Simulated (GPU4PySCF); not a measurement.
C9H14O3Si, SMILES O(C)[Si](OC)(OC)c1ccccc1. Atoms are numbered in the order given.

```xyz
27

C     -0.9513     1.2667     2.4905
O     -1.3883     1.3802     1.1466
Si    -0.9674     0.2712     0.0216
O     -1.5604    -1.2158     0.3802
C     -2.9498    -1.4423     0.5583
O     -1.6240     0.8717    -1.3499
C     -1.4323     0.2284    -2.5987
C      0.8683     0.0563    -0.1074
C      1.4921    -1.1786     0.0817
C      2.8726    -1.3023    -0.0228
C      3.6490    -0.1888    -0.3186
C      3.0445     1.0486    -0.5099
C      1.6652     1.1668    -0.4045
H      0.1424     1.2669     2.5522
H     -1.3367     2.1237     3.0452
H     -1.3271     0.3475     2.9538
H     -3.3444    -0.8386     1.3821
H     -3.0963    -2.4986     0.7900
H     -3.5083    -1.1959    -0.3506
H     -1.8539    -0.7830    -2.5930
H     -1.9399     0.8173    -3.3643
H     -0.3682     0.1617    -2.8500
H      0.8867    -2.0485     0.3129
H      3.3437    -2.2681     0.1267
H      4.7267    -0.2844    -0.4003
H      3.6491     1.9193    -0.7409
H      1.1995     2.1369    -0.5552
```

Geometry optimised at ωB97X-D3(BJ)/def2-TZVP. The isomer is the one that the SMILES or the coordinates give; other isomers of the formula were not compared. Other conformers were not sampled.

Two levels are set side by side: PBE-D3(BJ)/def2-TZVP (GPU4PySCF) and ωB97X-D3(BJ)/def2-TZVP (GPU4PySCF). Each level has its own optimised geometry; the coordinates shown are those of the second. Frequencies come from the Hessian of GPU4PySCF at each geometry. Differences are taken from unrounded values.

```json
[
 {"quantity": "mean bond length (Å)", "ωB97X-D3(BJ)": "1.283", "PBE-D3(BJ)": "1.291", "PBE-D3(BJ) minus ωB97X-D3(BJ)": "0.008"},
 {"quantity": "bond C1–O2 (Å)", "ωB97X-D3(BJ)": "1.418", "PBE-D3(BJ)": "1.426", "PBE-D3(BJ) minus ωB97X-D3(BJ)": "0.008"},
 {"quantity": "bond O2–Si3 (Å)", "ωB97X-D3(BJ)": "1.635", "PBE-D3(BJ)": "1.650", "PBE-D3(BJ) minus ωB97X-D3(BJ)": "0.015"},
 {"quantity": "bond Si3–O4 (Å)", "ωB97X-D3(BJ)": "1.641", "PBE-D3(BJ)": "1.655", "PBE-D3(BJ) minus ωB97X-D3(BJ)": "0.015"},
 {"quantity": "bond Si3–O6 (Å)", "ωB97X-D3(BJ)": "1.635", "PBE-D3(BJ)": "1.650", "PBE-D3(BJ) minus ωB97X-D3(BJ)": "0.015"},
 {"quantity": "bond Si3–C8 (Å)", "ωB97X-D3(BJ)": "1.853", "PBE-D3(BJ)": "1.862", "PBE-D3(BJ) minus ωB97X-D3(BJ)": "0.009"},
 {"quantity": "bond O4–C5 (Å)", "ωB97X-D3(BJ)": "1.419", "PBE-D3(BJ)": "1.427", "PBE-D3(BJ) minus ωB97X-D3(BJ)": "0.008"},
 {"quantity": "bond O6–C7 (Å)", "ωB97X-D3(BJ)": "1.418", "PBE-D3(BJ)": "1.426", "PBE-D3(BJ) minus ωB97X-D3(BJ)": "0.008"},
 {"quantity": "bond C8–C9 (Å)", "ωB97X-D3(BJ)": "1.396", "PBE-D3(BJ)": "1.406", "PBE-D3(BJ) minus ωB97X-D3(BJ)": "0.009"},
 {"quantity": "bond C8–C13 (Å)", "ωB97X-D3(BJ)": "1.399", "PBE-D3(BJ)": "1.408", "PBE-D3(BJ) minus ωB97X-D3(BJ)": "0.009"},
 {"quantity": "bond C9–C10 (Å)", "ωB97X-D3(BJ)": "1.390", "PBE-D3(BJ)": "1.396", "PBE-D3(BJ) minus ωB97X-D3(BJ)": "0.006"},
 {"quantity": "bond C10–C11 (Å)", "ωB97X-D3(BJ)": "1.389", "PBE-D3(BJ)": "1.397", "PBE-D3(BJ) minus ωB97X-D3(BJ)": "0.008"},
 {"quantity": "bond C11–C12 (Å)", "ωB97X-D3(BJ)": "1.390", "PBE-D3(BJ)": "1.397", "PBE-D3(BJ) minus ωB97X-D3(BJ)": "0.007"},
 {"quantity": "bond C12–C13 (Å)", "ωB97X-D3(BJ)": "1.388", "PBE-D3(BJ)": "1.396", "PBE-D3(BJ) minus ωB97X-D3(BJ)": "0.007"},
 {"quantity": "bond C1–H14 (Å)", "ωB97X-D3(BJ)": "1.095", "PBE-D3(BJ)": "1.103", "PBE-D3(BJ) minus ωB97X-D3(BJ)": "0.008"},
 {"quantity": "bond C1–H15 (Å)", "ωB97X-D3(BJ)": "1.091", "PBE-D3(BJ)": "1.098", "PBE-D3(BJ) minus ωB97X-D3(BJ)": "0.007"},
 {"quantity": "bond C1–H16 (Å)", "ωB97X-D3(BJ)": "1.096", "PBE-D3(BJ)": "1.103", "PBE-D3(BJ) minus ωB97X-D3(BJ)": "0.008"},
 {"quantity": "highest harmonic wavenumber (cm⁻¹)", "ωB97X-D3(BJ)": "3220", "PBE-D3(BJ)": "3123", "PBE-D3(BJ) minus ωB97X-D3(BJ)": "-97"},
 {"quantity": "mean harmonic wavenumber (cm⁻¹)", "ωB97X-D3(BJ)": "1296", "PBE-D3(BJ)": "1244", "PBE-D3(BJ) minus ωB97X-D3(BJ)": "-52"},
 {"quantity": "zero-point energy (kcal/mol)", "ωB97X-D3(BJ)": "138.95", "PBE-D3(BJ)": "133.40", "PBE-D3(BJ) minus ωB97X-D3(BJ)": "-5.56"}
]
```

GGA bonds tend to be longer and softer than those of functionals with exact exchange. Differences between two approximate levels are no errors against the true value.
